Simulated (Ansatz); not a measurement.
A nudged elastic band was laid between two geometries of a periodic cell of 13 atoms, Ru12Cl (surface Ru(0001), adsorbate Cl).

Method: DFT PBE, scalar-relativistic, plane waves, PAW (Ansatz). Settings: PAW set soft_1, cutoff 420 eV, k mesh 4x4x1, gaussian smearing 0.1 eV, no spin polarisation.

- movable images: 5
- climbing image: yes
- spring: 5.0 eV/Å²
- optimiser: quadratic models (default)
- start path: IDPP
- force threshold: 0.03 eV/Å
- iteration limit: 70
- end points: relaxed
- atoms held: 1 to 4

First end point:

```xyz
13
Lattice="5.4000 0.0000 0.0000 2.7000 4.6765 0.0000 0.0000 0.0000 17.2768" Properties=species:S:1:pos:R:3
Ru 0.000 0.000 1.000
Ru 2.700 0.000 1.000
Ru 1.350 2.338 1.000
Ru 4.050 2.338 1.000
Ru 0.000 1.554 3.075
Ru 2.700 1.560 3.102
Ru 1.354 3.900 3.074
Ru 4.046 3.900 3.074
Ru 0.000 -0.001 5.137
Ru 2.700 -0.015 5.155
Ru 1.336 2.346 5.156
Ru 4.064 2.346 5.156
Cl 5.401 3.114 7.120
```

Last end point:

Only the atoms that move by more than 0.05 Å are listed.
```
Cl13 6.751 0.776 7.120
```

Question: What changes between the two ends?

Answer: The atom that moves furthest is Cl13, by 2.70 Å; four of its nearest neighbours are Ru11 2.50, Ru12 2.50, Ru10 2.50, Ru9 3.69 Å at the first end and Ru10 2.50, Ru9 2.50, Ru11 2.50, Ru12 3.69 Å at the last.

Question: Give the energies along the band, and the barrier.

Answer: The run converged. The highest image is number 4 of 0 to 6, 0.156 eV above the ends, which have the same energy within 2 meV. The profile has 2 maxima (images 1, 4) with wells between them (image 3): this band takes more than one step, which may be the mechanism or a detour left from its start path. By the program's own check the climbing image is a first-order saddle point (lowest curvatures found: -0.79 and 2.47 eV/Å²). Limits of this set-up: coarse k mesh, thin slab, slab without dipole correction, odd electron count without spin, a typed lattice constant that wasn't relaxed here.

```json
{"image": "0", "path coordinate (Å)": "0.00", "energy (eV)": "0.000", "Ru12–Cl13 (Å)": "2.50", "Ru9–Cl13 (Å)": "3.69"}
{"image": "1", "path coordinate (Å)": "0.57", "energy (eV)": "0.131", "Ru12–Cl13 (Å)": "2.44", "Ru9–Cl13 (Å)": "3.28"}
{"image": "2", "path coordinate (Å)": "1.14", "energy (eV)": "0.119", "Ru12–Cl13 (Å)": "2.45", "Ru9–Cl13 (Å)": "2.80"}
{"image": "3", "path coordinate (Å)": "1.71", "energy (eV)": "0.064", "Ru12–Cl13 (Å)": "2.59", "Ru9–Cl13 (Å)": "2.45"}
{"image": "4", "path coordinate (Å)": "2.28", "energy (eV)": "0.156", "Ru12–Cl13 (Å)": "3.08", "Ru9–Cl13 (Å)": "2.44"}
{"image": "5", "path coordinate (Å)": "2.70", "energy (eV)": "0.090", "Ru12–Cl13 (Å)": "3.40", "Ru9–Cl13 (Å)": "2.45"}
{"image": "6", "path coordinate (Å)": "3.12", "energy (eV)": "0.000", "Ru12–Cl13 (Å)": "3.69", "Ru9–Cl13 (Å)": "2.50"}
```

Question: What is the geometry of the highest image?

Answer: 
```xyz
13
Lattice="5.4000 0.0000 0.0000 2.7000 4.6765 0.0000 0.0000 0.0000 17.2768" Properties=species:S:1:pos:R:3
Ru 0.000 0.000 1.000
Ru 2.700 0.000 1.000
Ru 1.350 2.338 1.000
Ru 4.050 2.338 1.000
Ru 0.008 1.554 3.075
Ru 2.707 1.562 3.078
Ru 1.350 3.897 3.093
Ru 4.051 3.889 3.078
Ru 0.012 0.006 5.162
Ru 2.707 -0.003 5.135
Ru 1.351 2.324 5.162
Ru 4.056 2.333 5.143
Cl 6.039 1.189 7.208
```

Time of the run: 18 min on 4 threads of Arm Neoverse V1, on a shared host, peak memory 3.8 GiB.
